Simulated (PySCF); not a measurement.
Species: SbMe2Br, C₂H₆BrSb.
Geometry (PBE0-D3(BJ)/def2-SVP, Å), atoms numbered from 1 in this order:
```
atom  x, y, z in Å
Sb1   -0.2461   -0.4417    1.2203
C2     1.5274   -0.5233   -0.0157
H3     1.2379   -0.6485   -1.0681
H4     2.1583   -1.3668    0.2967
H5     2.0893    0.4151    0.1080
C6    -1.2243    1.0509   -0.0030
H7    -2.2916    1.0934    0.2544
H8    -1.1111    0.7963   -1.0656
H9    -0.7649    2.0308    0.1978
Br10  -1.3749   -2.4062    0.0751
```

Level of theory: TDDFT wB97X-D/def2-SVPD, vertical, gas phase, core orbitals frozen in the response, def2 core potentials past Kr (PySCF 2.14.0, density-fitted response routines). Spin–orbit coupling is left out. The geometry optimisation had not met its thresholds, so the values belong to a structure short of the stationary point.

Transition dipole moments from the ground state, in atomic units and in the frame of the coordinates above (overall signs are arbitrary), for the states with f of 0.002 or more among the lowest 7:

```tsv
state	E (hartree)	μx	μy	μz
S1	0.1642	0.312	0.540	0.382
S2	0.1918	-0.118	0.067	0.000
S3	0.2137	0.274	0.474	0.065
S4	0.2220	-0.829	0.474	0.006
S5	0.2405	-0.311	0.181	0.006
S6	0.2435	0.013	0.034	-0.835
S7	0.2569	0.016	0.033	0.357
```

Question: Work out the oscillator strengths.

Answer: f = (2/3) ΔE |μ|² with ΔE in hartree (27.2114 eV).

```
state  |μ|² (au)  |μ| (D)      f
   S1      0.535     1.86  0.059
   S2      0.018     0.35  0.002
   S3      0.304     1.40  0.043
   S4      0.912     2.43  0.135
   S5      0.129     0.91  0.021
   S6      0.698     2.12  0.113
   S7      0.129     0.91  0.022
```

Question: What angle do the transition dipoles of S5 and S6 make?

Answer: |cos θ| = |μa·μb| / (|μa| |μb|) = 0.01, so θ ≈ 90° (taken between 0 and 90°, since the signs are arbitrary).

All these states lie below the vertical ionisation energy of 9.01 eV (ΔSCF).
